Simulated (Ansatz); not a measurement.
Geometry optimisation, Ansatz, RKS PBE-D4/def2-SVP.

Input:

```yaml
crystal:
  periodic: [false, false, false]
  atoms:
    - { symbol: Zr, position_ang: [-0.054789, 0.124944, -0.077853] }
    - { symbol: F, position_ang: [-0.080395, 0.164838, 1.870413] }
    - { symbol: Cl, position_ang: [2.122332, 0.364301, -0.934819] }
    - { symbol: F, position_ang: [-0.991279, 1.655992, -0.68094] }
    - { symbol: Cl, position_ang: [-1.23883, -1.722326, -0.923988] }
    - { symbol: "N", position_ang: [1.530115, -2.412677, 1.531118] }
    - { symbol: H, position_ang: [0.906104, -2.909299, 0.883087] }
    - { symbol: H, position_ang: [2.300078, -1.988722, 0.999755] }
    - { symbol: H, position_ang: [0.995465, -1.662651, 2.020526] }
basis:
  gaussian: { orbitals: def2-SVP }
hamiltonian:
  xc: pbe
  dispersion: d4
relax:
  f_tol: 0.03
  max_steps: 50
```

Run as:

```bash
$ ansatz run input.yaml --threads 4 --pin off --max-ram 5120MiB --backend cpu --events-out ev --progress --plain --runs-dir out
```

**Question.** Where does it end, and by what steps?

**Answer.** The forces met the threshold. After 11 steps the energy has fallen by 0.963 eV; N6 moved furthest, 0.68 Å. Joined: Zr1–N6 (3.40 → 2.47 Å).

```csv
step,energy less start (eV),largest force component (eV/Å),accepted
0,0.0000,0.973,yes
1,-0.0800,0.801,yes
2,-0.1326,1.103,yes
3,-0.1295,1.296,no
4,-0.2358,1.021,yes
5,-0.3513,1.289,yes
6,-0.5648,1.302,yes
7,-0.8440,1.216,yes
8,-0.9230,0.728,yes
9,-0.9063,0.832,no
10,-0.9600,0.219,yes
11,-0.9625,0.015,yes
```

```xyz
9
Properties=species:S:1:pos:R:3
Zr 0.065 -0.057 0.067
F -0.202 0.345 1.922
Cl 2.227 0.343 -0.858
F -0.872 1.444 -0.656
Cl -1.225 -1.823 -0.886
N 1.238 -1.941 1.146
H 0.844 -2.852 0.873
H 2.240 -1.964 0.907
H 1.175 -1.880 2.172
```

Whether the end is a true minimum wasn't checked by a vibrational analysis.

Run time: 23 s on 4 threads of Arm Neoverse V2, with other jobs on the host, peak memory 0.19 GiB.
